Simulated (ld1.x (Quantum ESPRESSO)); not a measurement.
# carbon: from the effect back to the setting (TM)

Base potential:

```json
{
  "Element": "C",
  "Generator": "ld1.x (Quantum ESPRESSO) 7.5",
  "Type": "norm-conserving Troullier–Martins (Kleinman–Bylander form)",
  "Functional": "LDA (PZ)",
  "Relativity": "scalar-relativistic",
  "Frozen core": "[He]",
  "Valence charge": "4",
  "Reference configuration": "2s1 2p3",
  "Partial waves": "2s (bound): rc 1.15 bohr; 2p (bound): rc 2.65 bohr; 3d channel at 0.2 Ry: rc 2.60 bohr",
  "Local potential": "all-electron potential smoothed inside 1.20 bohr (lloc = -2)",
  "Core correction": "none"
}
```

Cutoffs, loose and tight: the cutoffs (Ry, on a coarse ladder) from which the occupation-weighted sum of valence levels, in a spherical-Bessel basis at the reference potential, stays within 10 and 1 mRy of its value at 400 Ry. They do not see the model core or the augmentation charge, which bear on the density cutoff. Test errors are all-electron minus pseudo excitation energies from the reference, over the configurations 2s2 2p2; 2s2 2p1; 2s2 2p0; 2s1 2p0; 2s0 2p4; 2s2 2p1.5; 2s1 2p2 (two spin-polarised tests are not counted in the largest error); variants that change the core or the reference have their own tests.

Only the scale of all radii (base = 1) is moved:

```tsv
scale of all radii (base = 1)	cutoff, loose	cutoff, tight	bound ghosts	largest test error (meV)	median size of the test errors
0.8	30 Ry	90 Ry	none	+1127	31.4 meV
1	30 Ry	80 Ry	none	+2225	54.8 meV
1.15	25 Ry	60 Ry	none	+3212	84.9 meV
1.25	21 Ry	50 Ry	none	+3952	116.8 meV
1.38	18 Ry	30 Ry	none	+5392	189.3 meV
```

**Question.** One more run gave cutoff, loose: 30 Ry; cutoff, tight: 80 Ry; bound ghosts: none; largest test error (meV): +1640; median size of the test errors: 42.1 meV. Which value of the scale of all radii (base = 1) was used?

**Answer.** 0.91. The median size of the test errors moves one way along this sweep, from 31.4 meV at 0.8 to 189.3 meV at 1.38, which places the run between 0.8 and 1.
